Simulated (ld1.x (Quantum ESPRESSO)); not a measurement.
# What one change does to a pseudopotential (Cl, TM)

chlorine (Cl), norm-conserving Troullier–Martins (Kleinman–Bylander form), made with ld1.x (Quantum ESPRESSO) 7.5 (PBE, scalar-relativistic). Core [Ne], reference 3s2 3p3 (charge +2). Waves: 3p (bound): rc 1.10 bohr; 3d channel at 0.45 Ry: rc 1.20 bohr; 3s (bound): rc 1.35 bohr. Local part: the s channel. Core correction: Bessel-smoothed model core inside 1.00 bohr.

Change: wave 3s (bound): rc 1.35 bohr becomes 3s (bound): rc 1.74 bohr.

Cutoffs: the cutoffs (Ry, on a coarse ladder) from which the occupation-weighted sum of valence levels, in a spherical-Bessel basis at the reference potential, stays within 10 and 1 mRy of its value at 400 Ry; they do not see the model core or the augmentation charge, which bear on the density cutoff. Errors are all-electron minus pseudo energies relative to the spin-unpolarised reference configuration.

Problem. Predict the effect on cutoff, ghosts and configuration errors.

Solution. The potential gets neither clearly harder nor softer (80 Ry and 160 Ry → 80 Ry and 160 Ry); the p channel sets the loose cutoff, while the largest relative change is in s, which becomes softer; of the 7 tests that both files solve, the error grows in 7 and shrinks in 0 by more than 15 % and 0.3 meV (median size 26.5 → 56.0 meV); neither file shows a bound ghost. More of the atom is replaced by a form fitted at one configuration, so other configurations suffer.

```tsv
quantity	base	changed
cutoff, loose	80 Ry	80 Ry
cutoff, tight	160 Ry	160 Ry
loose cutoff by channel (10 mRy a level)	p 70 Ry, s 30 Ry	p 70 Ry, s 21 Ry
bound ghosts	none	none
error for 3s2 3p5, meV [ΔE -39.32 eV]	+32	+60
error for 3s2 3p4, meV [ΔE -25.45 eV]	+12	+22
error for 3s2 3p2, meV [ΔE 38.31 eV]	+16	+29
error for 3s2 3p5.3, meV [ΔE -41.46 eV]	+37	+71
error for 3s2 3p1, meV [ΔE 90.55 eV]	+82	+147
error for 3s2 3p4.5, meV [ΔE -33.74 eV]	+22	+41
error for 3s1 3p6, meV [ΔE -27.17 eV]	+27	+56
```
